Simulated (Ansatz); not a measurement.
Geometry optimisation, Ansatz, UKS PBE/def2-SVP.

input.yaml

```yaml
crystal:
  periodic: [false, false, false]
  atoms:
    - { symbol: W, position_ang: [-0.00398, 0.003776, -0.050517] }
    - { symbol: F, position_ang: [0.270375, 0.385977, 1.755191] }
    - { symbol: H, position_ang: [1.662156, -0.369665, 0.138348] }
    - { symbol: F, position_ang: [0.26224, 1.866274, -0.208537] }
    - { symbol: F, position_ang: [-1.776824, -0.378068, 0.488067] }
    - { symbol: F, position_ang: [0.065239, -1.855549, -0.288411] }
    - { symbol: O, position_ang: [0.096101, 0.140534, -1.921589] }
    - { symbol: H, position_ang: [0.298064, 0.952868, -2.429347] }
    - { symbol: H, position_ang: [-0.475571, 0.046253, 3.719695] }
magnetization:
  spin_polarized: true
  initial_magnetization: 1
basis:
  gaussian: { orbitals: def2-SVP }
hamiltonian:
  xc: pbe
relax:
  f_tol: 0.03
  max_steps: 50
output:
  orbitals: {}
```

Command:

```bash
$ ansatz run input.yaml --threads 4 --pin off --max-ram 5120MiB --backend cpu --events-out ev --progress --plain --runs-dir out
```

**Question.** Where does it end, and by what steps?

**Answer.** The forces met the threshold. After 6 steps the energy has fallen by 0.066 eV; H9 moved furthest, 0.82 Å.

```
step  energy less start (eV)  largest force component (eV/Å)  accepted
   0                  0.0000                           0.453       yes
   1                 -0.0214                           0.156       yes
   2                 -0.0473                           0.163       yes
   3                 -0.0577                           0.160       yes
   4                 -0.0640                           0.054       yes
   5                 -0.0658                           0.069       yes
   6                 -0.0665                           0.027       yes
```

```xyz
9
Properties=species:S:1:pos:R:3
W 0.036 0.013 -0.145
F 0.356 0.434 1.656
H 1.699 -0.377 0.025
F 0.303 1.871 -0.342
F -1.720 -0.359 0.447
F 0.085 -1.845 -0.391
O 0.083 0.129 -2.022
H 0.265 0.946 -2.528
H -0.710 -0.019 4.503
```

The run took 27 s on 4 threads of Arm Neoverse V1 (shared host), peak memory 0.21 GiB.
